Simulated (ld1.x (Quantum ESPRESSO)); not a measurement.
## C: TM pseudisation with LDA (PZ), non-relativistic reference atom.

- Element: carbon (C)
- Generator: ld1.x (Quantum ESPRESSO) 7.5
- Type: norm-conserving Troullier–Martins (Kleinman–Bylander form)
- Functional: LDA (PZ)
- Relativity: non-relativistic
- Frozen core: [He]
- Valence charge: 4
- Reference configuration: 2s1.5 2p2.5
- Partial waves: 2p (bound): rc 1.55 bohr; 3d channel at 0.3 Ry: rc 1.70 bohr; 2s (bound): rc 1.35 bohr
- Local potential: the s channel
- Core correction: Bessel-smoothed model core, default radius (core density twice the valence density)

All-electron outer shells of the reference configuration (LDA (PZ), non-relativistic, ld1.x):

```csv
shell,level (eV),outermost node (bohr),outermost maximum (bohr)
2s,-13.86,0.38,1.22
2p,-5.63,–,1.19
```

Question: Estimate the cutoffs (Ry, on a coarse ladder) from which the occupation-weighted sum of valence levels, in a spherical-Bessel basis at the reference potential, stays within 10 and 1 mRy of its value at 400 Ry.

Answer: 45 Ry and 70 Ry.

Question: Does the potential have ghost states?

Answer: No extra level below or beside the all-electron valence levels (p, d, s, f tested).

Question: Tests: 2s2 2p2; 2s2 2p1; 2s2 2p0; 2s2 2p1.5; 2s2 2p2.3; 2s1 2p0; 2s1 2p2. Which has the largest error in its energy relative to the reference configuration, and how large is it?

Answer: 2s1 2p0, with +258 meV (all-electron minus pseudo) on +79.09 eV.
